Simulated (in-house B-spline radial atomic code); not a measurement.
## PBE0 excitations of Mn⁷⁺

Method: PBE0. Computed with a B-spline radial code for spherical atoms: linear response of the closed shell [Ne] 3s2 3p6 with the functional's adiabatic kernel; scalar-relativistic (spin-free one-electron X2C), finite nucleus, no spin-orbit coupling, no double excitations, S, P, D and F terms only. Only terms of natural parity with L up to 3 were computed.

Command:
```bash
python run_td.py task.json out
```
Settings (radii: box in bohr, nucleus in fm):
```
Z                        25
electrons                18
configuration            [Ne] 3s2 3p6
hamiltonian              x2c
method                   pbe0
box_radius               12.81
rms_radius               3.7057
intervals                70
```

Cost of the run: 1 s on 1 thread of Arm Neoverse N1, with other jobs on the host.

The lowest states, in the order of their Tamm-Dancoff energies; the method's threshold (minus the highest occupied level) is 186.53 eV. Labels give the largest channel, * marks a mixed state, and oscillator strengths are full-response dipole values. Semilocal kernels can invert the small singlet-triplet splittings of Rydberg terms. Energies in eV:

```csv
state,full response,Tamm-Dancoff,oscillator strength
3p → 3d 3P,46.90,47.07,-
3p → 3d 3F,47.64,47.90,-
3p → 3d 1F,52.21,52.22,-
3p → 3d 1P,66.74,69.62,3.17
3s → 3d 3D,83.48,83.55,-
3s → 3d 1D,88.89,89.02,-
3p → 4s 3P,98.13,98.15,-
3p → 4s 1P,99.18,99.22,0.306
3p → 4p 3S,?,?,-
3p → 4p 3D,108.58,108.60,-
3p → 4p 1D,109.28,109.29,-
3p → 4p 1S,113.57,113.85,-
3p → 4d 3P,124.05,124.07,-
3p → 4d 3F,124.38,124.39,-
3p → 4d 1F,?,?,-
3p → 4d 1P,125.54,125.63,0.353
```

Where does 3p → 4d 1F lie?

At 124.79 eV in full response, 124.79 eV in Tamm-Dancoff.

Where does 3p → 4p 3S lie?

At 107.44 eV in full response, 107.47 eV in Tamm-Dancoff.

How large is the singlet-triplet splitting of 3p → 3d (F terms) in Tamm-Dancoff?

4.33 eV, from the unrounded values.

What polarisabilities and dispersion coefficient does the method give?

Dipole 0.6255 bohr³, quadrupole 0.4547 bohr⁵, C6 0.8286 hartree·bohr⁶ for two such species.
